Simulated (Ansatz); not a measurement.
Ansatz (an electronic-structure program) input (SVWN5/def2-TZVP):

Ansatz 0.2 input:
```yaml
crystal:
  periodic: [false, false, false]
  atoms:
    - {symbol: Al, position_ang: [0.00014859, -0.10214327, 0.06835206]}
    - {symbol: C, position_ang: [-0.00216366, 1.48733853, -0.99529469]}
    - {symbol: H, position_ang: [-0.73084970, 2.18583221, -0.57908772]}
    - {symbol: H, position_ang: [-0.27443525, 1.22291216, -2.01903874]}
    - {symbol: H, position_ang: [0.99752483, 1.92570497, -0.97157135]}
    - {symbol: F, position_ang: [0.00209004, -1.43673534, 0.96143213]}
basis:
  gaussian:
    orbitals: def2-TZVP
hamiltonian:
  xc: {name: SVWN5}
total_charge: 1
relax: {f_tol: 0.003, max_steps: 100}
```

Output:

```
Functional definition: SVWN5
integrals: 0.03 GiB planned
727 factors; their error is unknown
mean field: 0.27 GiB planned
mean field evaluation 1: about -10312.6174 eV, gradient 1.2e2 eV
mean field evaluation 2: about -10193.5746 eV, gradient 2.5e2 eV
mean field evaluation 4: about -10336.6299 eV, gradient 3.4e1 eV
mean field evaluation 8: about -10339.2873 eV, gradient 2.5e-1 eV
mean field evaluation 16: about -10339.2723 eV, gradient 1.6e-4 eV
mean field -10339.27229442 eV, -379.9612486095 hartree, gradient 4.5e-5 eV, S^2 0.000000; 0 other end points of the search recorded, 0 dependent functions left out
the calculation of the forces begins
reference -10339.27233076 eV, -379.9612499448 hartree; 15, 15 occupied and 102, 102 virtual orbitals, 727 factors
relax step   1: F+E_penalty+E_count = -10339.27229442 eV  Δ(F+E_penalty+E_count) = +0.000e0 eV  max|allowed force component| = 5.389e-1 eV/Å  Δτ_max = 0.0000 Å  (28 SCF iters, accepted)
these checks for a lower state are left out or cut short: starts, cluster_reference, orbital_swaps, neighbouring_geometries, increment
integrals: 0.03 GiB planned
727 factors; their error is unknown
mean field: 0.27 GiB planned
mean field -10339.28171459 eV, -379.9615947943 hartree, gradient 2.4e-5 eV, S^2 0.000000; 0 other end points of the search recorded, 0 dependent functions left out
the calculation of the forces begins
reference -10339.28175098 eV, -379.9615961317 hartree; 15, 15 occupied and 102, 102 virtual orbitals, 727 factors
relax step   2: F+E_penalty+E_count = -10339.28171459 eV  Δ(F+E_penalty+E_count) = -9.420e-3 eV  max|allowed force component| = 2.561e-1 eV/Å  Δτ_max = 0.0108 Å  (30 SCF iters, accepted)
these checks for a lower state are left out or cut short: starts, cluster_reference, orbital_swaps, neighbouring_geometries, increment
integrals: 0.03 GiB planned
727 factors; their error is unknown
mean field: 0.27 GiB planned
mean field evaluation 32: about -10339.2835 eV, gradient 2.1e-3 eV
mean field -10339.28351042 eV, -379.9616607898 hartree, gradient 2.3e-5 eV, S^2 0.000000; 0 other end points of the search recorded, 0 dependent functions left out
the calculation of the forces begins
reference -10339.28354685 eV, -379.9616621287 hartree; 15, 15 occupied and 102, 102 virtual orbitals, 727 factors
relax step   3: F+E_penalty+E_count = -10339.28351042 eV  Δ(F+E_penalty+E_count) = -1.796e-3 eV  max|allowed force component| = 4.470e-2 eV/Å  Δτ_max = 0.0064 Å  (31 SCF iters, accepted)
these checks for a lower state are left out or cut short: starts, cluster_reference, orbital_swaps, neighbouring_geometries, increment
integrals: 0.03 GiB planned
727 factors; their error is unknown
mean field: 0.27 GiB planned
mean field -10339.28357822 eV, -379.9616632814 hartree, gradient 2.3e-5 eV, S^2 0.000000; 0 other end points of the search recorded, 0 dependent functions left out
the calculation of the forces begins
reference -10339.28361467 eV, -379.9616646209 hartree; 15, 15 occupied and 102, 102 virtual orbitals, 727 factors
relax step   4: F+E_penalty+E_count = -10339.28357822 eV  Δ(F+E_penalty+E_count) = -6.780e-5 eV  max|allowed force component| = 5.232e-2 eV/Å  Δτ_max = 0.0027 Å  (30 SCF iters, accepted)
these checks for a lower state are left out or cut short: starts, cluster_reference, orbital_swaps, neighbouring_geometries, increment
integrals: 0.03 GiB planned
727 factors; their error is unknown
mean field: 0.27 GiB planned
mean field -10339.28361754 eV, -379.9616647264 hartree, gradient 2.3e-5 eV, S^2 0.000000; 0 other end points of the search recorded, 0 dependent functions left out
the calculation of the forces begins
reference -10339.28365398 eV, -379.9616660656 hartree; 15, 15 occupied and 102, 102 virtual orbitals, 727 factors
relax step   5: F+E_penalty+E_count = -10339.28361754 eV  Δ(F+E_penalty+E_count) = -3.932e-5 eV  max|allowed force component| = 2.761e-3 eV/Å  Δτ_max = 0.0009 Å  (31 SCF iters, accepted)
integrals: 0.03 GiB planned
727 factors; their error is unknown
mean field: 0.27 GiB planned
mean field evaluation 64: about -10339.2835 eV, gradient 2.3e-1 eV
mean field -10339.28361754 eV, -379.9616647264 hartree, gradient 3.0e-5 eV, S^2 0.000000; 1 other end points of the search recorded, 0 dependent functions left out
the calculation of the forces begins
reference -10339.28365398 eV, -379.9616660656 hartree; 15, 15 occupied and 102, 102 virtual orbitals, 727 factors
Total energy: -10339.28365398 eV, -379.9616660656 hartree
Atom 0 at     0.000133    -0.091422     0.061177 Å, force    -0.000004     0.002058    -0.001377 eV/Å
Atom 1 at    -0.002149     1.477023    -0.988392 Å, force    -0.000000    -0.000414     0.000277 eV/Å
Atom 2 at    -0.737889     2.184838    -0.569873 Å, force     0.000415     0.000140    -0.000597 eV/Å
Atom 3 at    -0.277058     1.212601    -2.023757 Å, force     0.000155     0.000689     0.000223 eV/Å
Atom 4 at     1.007209     1.922193    -0.966153 Å, force    -0.000570     0.000288    -0.000373 eV/Å
Atom 5 at     0.002070    -1.422323     0.951788 Å, force     0.000005    -0.002761     0.001848 eV/Å
Dipole moment:    -0.000809     0.555790    -0.371923 e Å
```

It need not be the lowest isomer of its formula.
